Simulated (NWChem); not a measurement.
System: C3H3 cation

```xyz
6

C      0.0000     0.0000    -1.3386
C      0.0000     0.0000    -0.1033
C      0.0000     0.0000     1.2447
H      0.0000     0.0000    -2.4259
H      0.0000     0.9468     1.8079
H      0.0000    -0.9468     1.8079
```
Atoms are numbered in this order, from 1.

Level: PBE0/def2-SVP (NWChem), optimised geometry, unscaled harmonic frequencies. 

| frequency (cm⁻¹) | IR intensity (km/mol) |
|---|---|
| 287 | 32.2 |
| 325 | 20.7 |
| 653 | 56.8 |
| 912 | 2.3 |
| 1002 | 0.1 |
| 1108 | 10.9 |
| 1159 | 27.8 |
| 1445 | 9.8 |
| 2157 | 389.1 |
| 3121 | 37.9 |
| 3236 | 68.7 |
| 3379 | 133.9 |

The zero-point energy is 26.8 kcal/mol and the thermal correction to the enthalpy at 298.15 K (with zero-point energy) is 29.9 kcal/mol. The heat capacity Cv comes out as 11.7 cal/(mol K) and the entropy at 298.15 K and 1 atm (symmetry number 2) comes out as 59.1 cal/(mol K).

Rigid rotor and harmonic oscillator.
